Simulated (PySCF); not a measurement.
Level of theory: PBE0/pcSseg-1 with gauge-including orbitals, geometry: GFN2-xTB, in PySCF 2.14 (non-relativistic, isolated molecule, single conformer, averaged over atoms made equivalent by symmetry, fast rotation or ring inversion).

Shifts are taken against calculated references (same method and geometry level): ¹H, ¹³C vs TMS. Shifts are as computed. Against solution values, carbons near 30 ppm lie about +3 ppm off and those near 130 ppm about +5 ppm; carbons on Cl a further +6 ppm. Of 1211 compounds with measured shifts, 218 miss one by over three times the rms of a fit or turn the order of signals round; such compounds aren't used in these exercises. Carbons bonded to Cl come out too deshielded.

Question: Order these molecules by the shift of their most deshielded carbon, lowest δ first.
A. Cc1cccpc1C
B. C[C@@H]1C[SiH2]C/C(=C/Cl)C1
C. C[Si](C)(Cl)[Si](C)(C)Cl

Answer: C (3.7 ppm, methyl carbon bonded to Si), B (149.1 ppm, fully substituted alkene carbon), A (177.8 ppm, substituted aromatic carbon).

Question: Order these molecules by the shift of their most shielded carbon, lowest δ first.
A. N#Cc1cccc(Cl)c1
B. Cc1cccpc1C
C. C[C@@H]1C[SiH2]C/C(=C/Cl)C1
D. C[Si](C)(Cl)[Si](C)(C)Cl

Answer: D (3.7 ppm, methyl carbon bonded to Si), C (20.2 ppm, sp3 CH2 bonded to Si), B (25.3 ppm, methyl carbon on an aromatic ring), A (119.2 ppm, substituted aromatic carbon).

Question: How many ¹³C and ¹H signals does each give (equivalence by symmetry and fast rotation, but not about amide C–N or C=N bonds)? `C[Si](C)(Cl)[Si](C)(C)Cl`, `C[C@@H]1C[SiH2]C/C(=C/Cl)C1`, `N#Cc1cccc(Cl)c1`, `Cc1cccpc1C`

Answer: C[Si](C)(Cl)[Si](C)(C)Cl: 1 C, 1 H; C[C@@H]1C[SiH2]C/C(=C/Cl)C1: 7 C, 11 H; N#Cc1cccc(Cl)c1: 7 C, 4 H; Cc1cccpc1C: 7 C, 5 H.
